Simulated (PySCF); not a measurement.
Radial density of Cl(2+) (chlorine, charge +2)

B3LYP, [Ne] 3s1 3p4, high-spin 4P determinant (an excited configuration). All numbers are calculated (PySCF 2.14, no relativity, point nucleus, in dyall-av2z).

```json
{"r (bohr)": "0.00178", "4πr²ρ (e/bohr)": "0.1203", "4πr²(ρα − ρβ)": "0.0005"}
{"r (bohr)": "0.00299", "4πr²ρ (e/bohr)": "0.3259", "4πr²(ρα − ρβ)": "0.0014"}
{"r (bohr)": "0.00503", "4πr²ρ (e/bohr)": "0.8614", "4πr²(ρα − ρβ)": "0.0038"}
{"r (bohr)": "0.00846", "4πr²ρ (e/bohr)": "2.167", "4πr²(ρα − ρβ)": "0.0095"}
{"r (bohr)": "0.0142", "4πr²ρ (e/bohr)": "5.044", "4πr²(ρα − ρβ)": "0.0220"}
{"r (bohr)": "0.0239", "4πr²ρ (e/bohr)": "10.27", "4πr²(ρα − ρβ)": "0.0444"}
{"r (bohr)": "0.0403", "4πr²ρ (e/bohr)": "16.81", "4πr²(ρα − ρβ)": "0.0714"}
{"r (bohr)": "0.0677", "4πr²ρ (e/bohr)": "19.46", "4πr²(ρα − ρβ)": "0.0872"}
{"r (bohr)": "0.114", "4πr²ρ (e/bohr)": "15.00", "4πr²(ρα − ρβ)": "0.1459"}
{"r (bohr)": "0.192", "4πr²ρ (e/bohr)": "14.54", "4πr²(ρα − ρβ)": "0.4232"}
{"r (bohr)": "0.322", "4πr²ρ (e/bohr)": "19.20", "4πr²(ρα − ρβ)": "0.5007"}
{"r (bohr)": "0.542", "4πr²ρ (e/bohr)": "10.14", "4πr²(ρα − ρβ)": "-0.0144"}
{"r (bohr)": "0.912", "4πr²ρ (e/bohr)": "3.426", "4πr²(ρα − ρβ)": "1.4370"}
{"r (bohr)": "1.53", "4πr²ρ (e/bohr)": "3.491", "4πr²(ρα − ρβ)": "2.1385"}
{"r (bohr)": "2.58", "4πr²ρ (e/bohr)": "0.6573", "4πr²(ρα − ρβ)": "0.3356"}
{"r (bohr)": "4.34", "4πr²ρ (e/bohr)": "0.01933", "4πr²(ρα − ρβ)": "0.0063"}
{"r (bohr)": "7.30", "4πr²ρ (e/bohr)": "0.0001405", "4πr²(ρα − ρβ)": "0.0001"}
```

Where is the radial spin density 4πr²(ρα − ρβ) most negative, and why is it negative at all?

Around r = 0.542 bohr, down to -0.0144 e/bohr: exchange with the open shell polarises the paired shells in an unrestricted calculation.
